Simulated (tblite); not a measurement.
C7H10FNSi.
Structure used (GFN2-xTB), in Å, numbered top down from 1:
```
atom  x, y, z in Å
N1    -1.2716   -0.7505   -2.7355
C2    -0.9316   -0.9265   -1.6582
C3    -0.5057   -1.1398   -0.2952
C4    -1.4064   -0.3388    0.6689
C5    -1.4141    1.1574    0.3622
Si6    0.3448    1.8811    0.3938
C7     1.3458    0.5926   -0.6059
C8     0.9504   -0.7633   -0.1398
C9     1.8105   -1.5824    0.4462
F10    1.4503   -2.7984    0.9155
H11   -0.6254   -2.2085   -0.0772
H12   -2.4223   -0.7382    0.6018
H13   -1.0455   -0.5102    1.6857
H14   -1.8632    1.3134   -0.6210
H15   -2.0609    1.6608    1.0813
H16    0.8572    1.9151    1.7687
H17    0.4065    3.1960   -0.2424
H18    2.4199    0.7341   -0.5005
H19    1.0986    0.6966   -1.6637
H20    2.8573   -1.3798    0.6122
```

All values are computed: GFN2-xTB (tblite) harmonic vibrations without scaling, gas phase. Errors from tens to a few hundred cm⁻¹ against measured bands are possible. Modes of hydrogen on silicon can be 10 to 20 % off. One conformer, not necessarily the lowest.

Harmonic wavenumbers (cm⁻¹): 60.1, 78.6, 132.6, 147.3, 202.9, 258.6, 268.0, 299.0, 332.3, 382.8, 471.9, 495.7, 527.1, 568.7, 577.8, 633.1, 654.0, 691.9, 751.1, 760.6, 775.7, 798.7, 806.0, 840.1, 918.9, 966.8, 1022.7, 1062.0, 1110.4, 1122.0, 1124.7, 1162.6, 1197.0, 1227.3, 1242.8, 1268.8, 1291.1, 1308.2, 1339.1, 1458.8, 1474.3, 1488.9, 1721.4, 2236.9, 2281.2, 2406.9, 2924.8, 2956.0, 2971.5, 2974.8, 2981.4, 2994.7, 3010.9, 3091.3.

A = 1349, B = 1001, C = 774.7 MHz; mass 155.057 u (most abundant isotopes); point group C1, symmetry number 1.

**Question.** What is the zero-point energy?

**Answer.** Half the sum of the wavenumbers: 32926 cm⁻¹ = 94.14 kcal/mol.

**Question.** What is S at 350 K and 1 bar for an ideal gas of classical rigid rotors and harmonic oscillators?

**Answer.** Translation 41.85, rotation 30.59, vibration 35.36: S = 107.8 cal/(mol K).

**Question.** And Cp and H(350 K) − H(0)?

**Answer.** Cp = 48.54 cal/(mol K), of which vibrations give 40.59 (their classical limit is 54 R = 107.3); H(350 K) − H(0) = 9.63 kcal/mol without the zero-point energy, 6.85 from vibrations.

**Question.** What must be added to the electronic energy to get the Gibbs energy at 350 K and 1 bar?

**Answer.** ZPE + [H(350 K) − H(0)] − T·S = 94.14 + 9.63 − 37.73 = 66.04 kcal/mol.

**Question.** Blend soft modes into free rotors: weight 1/[1 + (100 cm⁻¹/ν̃)⁴] for the oscillator and the rest for a rotor with moment μB/(μ + B), μ = h/(8π²ν), B = 10⁻⁴⁴ kg m². What vibrational entropy results?

**Answer.** 33.37 cal/(mol K) in place of 35.36, which changes −T·S at 350 K by +0.70 kcal/mol.

**Question.** Which modes carry the vibrational entropy at 350 K?

**Answer.** 60.1 cm⁻¹: 4.77; 78.6 cm⁻¹: 4.24; 132.6 cm⁻¹: 3.22; 147.3 cm⁻¹: 3.01; 202.9 cm⁻¹: 2.40; 258.6 cm⁻¹: 1.96 cal/(mol K); the other 48 give 15.76 together.

Hindered rotation and anharmonicity are outside this model. Other conformers, if any are populated, would add a mixing term that is left out. The structure is chiral; the term R ln 2 for an equal mix with its mirror image is left out.
